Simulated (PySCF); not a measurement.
C₅H₅FO, SMILES C#C[C@@]1(F)CCO1.

The structure is a stationary point at ωB97X-D3(BJ)/def2-SVP. The structure was generated by enumeration; whether it is a known compound was not checked.

Calculation: PBE/def2-TZVP (PySCF).

The molecule is in vacuum.

```json
{
 "total_energy": "-368.22038 hartree",
 "highest_occupied_level": "-6.67 eV",
 "lowest_empty_level": "-0.84 eV",
 "orbital_gap": "5.83 eV",
 "dipole_moment": "2.60 D",
 "quadrupole, principal values (traceless, Buckingham form, about the centre of nuclear charge)": "-5.91, -4.44, 10.35 D·Å",
 "mean_static_polarisability": "60.3 bohr³ (8.93 Å³)",
 "polarisability_principal_values": "47.6, 50.8, 82.4 bohr³"
}
```
